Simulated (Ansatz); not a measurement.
Species: H₄B₂Si, SMILES `BB=[SiH2]` (charge 0, multiplicity 1), formula H$_{4}$B$_{2}$Si.

**Question.** How many basis functions does Ansatz (a quantum-chemistry and plane-wave program) with frozen-core CCSD(T)/cc-pVQZ // B3LYP-D3(BJ)/def2-TZVP use, how many core orbitals are frozen, and how many electrons are correlated?

**Answer.** 289 basis functions and 7 frozen orbitals, which leaves 14 correlated electrons. Core time is of the order of minutes.
